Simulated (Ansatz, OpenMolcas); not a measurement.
**How basis sets differ on CH4BFOSi (SMILES O=CB[SiH2]F)**

CH4BFOSi has 9 atoms, charge 0, and is taken as a singlet. As SMILES, `O=CB[SiH2]F`. The coordinates come from a PBE0-D4/def2-TZVP relaxation. This is one conformer, not always the lowest.

```xyz
9

O    -0.7895    0.7804    1.7038
C    -0.1283    1.4421    0.9104
B     0.6281    0.1887    0.4958
Si   -0.0772   -1.0076   -0.9450
F    -1.3608   -0.3492   -1.6597
H    -0.2624    2.5250    0.7785
H     1.6087   -0.0849    1.1217
H     0.9640   -1.2026   -1.9919
H    -0.4942   -2.3381   -0.4309
```

Quantity: the dipole moment, in D. The values are calculated.

| level | kind | program | value (D) | CPU time |
| --- | --- | --- | --- | --- |
| HF/ANO-RCC-MB (DKH2) | Hartree–Fock | OpenMolcas | 2.47 | 5.7 s |
| HF/ANO-XS-MB (DKH2) | Hartree–Fock | OpenMolcas | 2.74 | 2.8 s |
| HF/STO-3G | Hartree–Fock | Ansatz | 1.52 | 0.98 s |
| HF/3-21G | Hartree–Fock | Ansatz | 2.88 | 1.6 s |
| HF/def2-SVP | Hartree–Fock | Ansatz | 2.83 | 4.7 s |
| HF/6-311G** | Hartree–Fock | Ansatz | 2.84 | 8.2 s |

The values span 1.52 to 2.88 D. Magnitudes only. Sets without polarisation functions give poor dipoles. CPU times are rough (shared hosts, several kinds of processor and program).
